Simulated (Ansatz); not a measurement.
Two isomers of C2H8GaNSi: A = `[NH2][Ga]1[CH2]C[SiH2]1`, B = `[CH3][GaH]/[N]=C\[SiH3]`.

Computed with Ansatz on PBE0-D4/def2-TZVP structures; ΔE is electronic, products minus reactants. CBS: MP2 limit from def2 TZ/QZ plus the TZ coupled-cluster correction, frozen cores. DFT in def2-TZVPP. B3LYP here is the variant with VWN-RPA as its local correlation; programs differ in this. For Ga outer-core shells are correlated without core-valence functions, which leaves a few kJ/mol of doubt a bond. Scalar relativity is left out up to krypton. One conformer a species, not always the lowest.

(1) Which is lower in electronic energy at CCSD(T)/CBS, and by how much? (Best estimate.)

(2) Give E(B) − E(A) in kJ/mol with CCSD/def2-TZVPP, PBE-D4, B2PLYP, B3LYP, ωB97M-V, B3LYP-D4, CCSD(T)/def2-TZVPP. (Best estimate.)

Largest T1 diagnostic: 0.015.

Answers

(1) Ansatz gave: A, by 91.4 kJ/mol.

(2) Ansatz gave: CCSD/def2-TZVPP 83.3, PBE-D4 94.1, B2PLYP 74.6, B3LYP 66.0, ωB97M-V 88.5, B3LYP-D4 68.9, CCSD(T)/def2-TZVPP 84.1. None reverses the order clearly.

In def2-TZVPP, CCSD(T) changes the Hartree–Fock value by +37.2 kJ/mol (the triples alone add +0.8 kJ/mol) and MP2 by +50.0 kJ/mol. From PBE to PBE0 (25 % exact exchange), in def2-TZVPP and without D4, E(B) − E(A) moves by +10.8 kJ/mol.
